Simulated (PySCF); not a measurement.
The vertical singlet excitations below were computed for one of the candidates. Level of theory: PySCF 2.14.0, density-fitted response routines, TDDFT PBE0/def2-SVPD, vertical, gas phase, core orbitals frozen in the response. Geometries: GFN2-xTB, one conformer each.

| state | E (eV) | f |
| --- | --- | --- |
| S1 | 4.54 | 0.033 |
| S2 | 4.95 | 0.0069 |
| S3 | 5.05 | 0.0008 |
| S4 | 5.48 | 0.0080 |
| S5 | 5.55 | 0.202 |
| S6 | 5.66 | 0.0012 |
| S7 | 5.81 | 0.319 |
| S8 | 6.17 | 0.0016 |

Triplets computed (Tamm–Dancoff): 2.96, 3.81, 4.15 eV.

Question: Which candidate is it?
A. `CSC1=CN=CP=C1`
B. `COc1scpc1C#N`
C. `COCC(=O)N(C)C`

Answer: B. Its S1 lies at 4.54 eV; the nearest of the others has S1 at 5.34 eV. S1 is HOMO→LUMO (81%), HOMO-1→LUMO (12%). Löwdin shares by element: HOMO carbon 40% or more, oxygen 15%, phosphorus 13% (atoms not listed hold the other 31%); LUMO phosphorus 36%, carbon 34% or more, sulfur 18%. At the same level the other candidates give, for their lowest levels:
- `COCC(=O)N(C)C`: 5.34 eV (f 0.001); 6.42 eV (f 0.020); 6.58 eV (f 0.036); 6.60 eV (f 0.168); 6.87 eV (f 0.004); T1 4.79 eV; HOMO -7.03, LUMO 0.24 eV
- `CSc1cncpc1`: 3.67 eV (f 0.005); 3.82 eV (f 0.014); 4.17 eV (f 0.000); 4.64 eV (f 0.173); 5.35 eV (f 0.168); T1 3.04 eV; HOMO -6.62, LUMO -1.89 eV

Conformer computed: `[CH3:1][O:2][c:3]1[s:4][cH:5][p:6][c:7]1[C:8]#[N:9]`: C1–O2–C3–S4 0°.
